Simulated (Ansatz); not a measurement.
Consider the substitution at a C–Si bond: `[SiH3]C[SiH2]I` + `SSS` → `[SiH3]CSSS` + `[SiH3]I`.

Program: Ansatz. Geometries: PBE0-D4/def2-TZVP. ΔE: electronic, gas phase. CCSD(T)/CBS adds triple-zeta CCSD(T) − MP2 to the extrapolated MP2 energy (def2 sets, frozen cores). Elements past krypton have def2 core potentials. For I outer-core shells are correlated without core-valence functions, which leaves a few kJ/mol of doubt a bond. One conformer a species, not always the lowest.

`[SiH3]C[SiH2]I`:

```xyz
11

Si    0.511   -0.108   -1.590
C     0.556    0.419    0.212
Si   -0.868   -0.226    1.218
I    -0.696    0.530    3.542
H    -0.736    0.381   -2.234
H     1.679    0.448   -2.323
H     0.545   -1.591   -1.690
H     1.492    0.071    0.662
H     0.557    1.512    0.263
H    -2.163    0.272    0.695
H    -0.878   -1.709    1.244
```

`SSS`:

Z-matrix (Å, degrees):
```
S
S 1 2.045
H 1 1.348 2 98.3
S 2 2.045 1 107.8 3 -89.7
H 4 1.348 2 98.3 1 89.5
```

`[SiH3]CSSS`:

Z-matrix (Å, degrees):
```
Si
C 1 1.883
H 1 1.483 2 110.7
H 1 1.484 2 108.7 3 120.6
H 1 1.489 2 109.3 3 -120.1
S 2 1.812 1 113.5 3 -59.4
H 2 1.093 1 113.2 3 65.7
H 2 1.095 1 109.3 3 -175.5
S 6 2.027 2 104.0 1 68.0
S 9 2.056 6 107.3 2 81.9
H 10 1.347 9 98.0 6 -92.8
```

`[SiH3]I`:

Z-matrix (Å, degrees):
```
Si
I 1 2.439
H 1 1.481 2 108.4
H 1 1.481 2 108.5 3 -120.0
H 1 1.481 2 108.5 3 120.0
```

| species | CCSD(T)/CBS(def2) energy (Eh) |
| --- | --- |
| `[SiH3]C[SiH2]I` | -917.90950 |
| `SSS` | -1194.52715 |
| `[SiH3]CSSS` | -1524.06818 |
| `[SiH3]I` | -588.34840 |

Work out ΔE.

ΔE = (-1524.06818) + (-588.34840) − (-917.90950) − (-1194.52715) = 0.02007 Eh = +12.6 kcal/mol.

Largest T1 diagnostic among the species: 0.014.

In def2-TZVPP, CCSD(T) changes the Hartree–Fock value by −0.9 kcal/mol (the triples alone add −0.6 kcal/mol) and MP2 by −1.1 kcal/mol. The D4 term adds −1.0 kcal/mol with B3LYP and −0.6 kcal/mol with PBE0; it sums over pairs of atoms, weighted by their polarisabilities, and B3LYP, whose exchange is more repulsive, gets the larger term. From PBE to PBE0 (25 % exact exchange), in def2-TZVPP and without D4, ΔE moves by +0.9 kcal/mol.

B3LYP here is the variant with VWN-RPA as its local correlation; programs differ in this.
